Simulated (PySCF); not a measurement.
Computed shifts of a molecule C₃H₃ClF₂, PBE0/pcSseg-1 (PySCF), GIAO, gas phase, equivalent atoms averaged, in ppm (number of nuclei): ¹⁹F: -125.4 (1), -152.8 (1). ¹³C: 146.5 (1), 138.0 (1), 120.8 (1). ¹H: 7.21 (1), 6.80 (1), 6.47 (1). References: ¹⁹F against CFCl3 (σ = 167.2 ppm); ¹³C against TMS (σ = 186.3 ppm); ³⁵Cl against HCl (σ = 945.9 ppm); ¹H against TMS (σ = 31.56 ppm), references at their B3LYP-D3(BJ)/def2-TZVP geometries, non-relativistic (without spin–orbit terms, shifts of atoms bonded to Cl or Br come out too high). Coordinates come from a PBE-D3(BJ)/def2-SVP optimisation. The values are those of a single conformer.

### Question
Identify the compound among the candidates.
A) FC1(F)C[C@H]1Cl
B) F[C@@H]1[C@H](F)[C@H]1Cl
C) C/C(F)=C(\F)Cl
D) FC(F)/C=C/Cl

### Answer
D, FC(F)/C=C/Cl
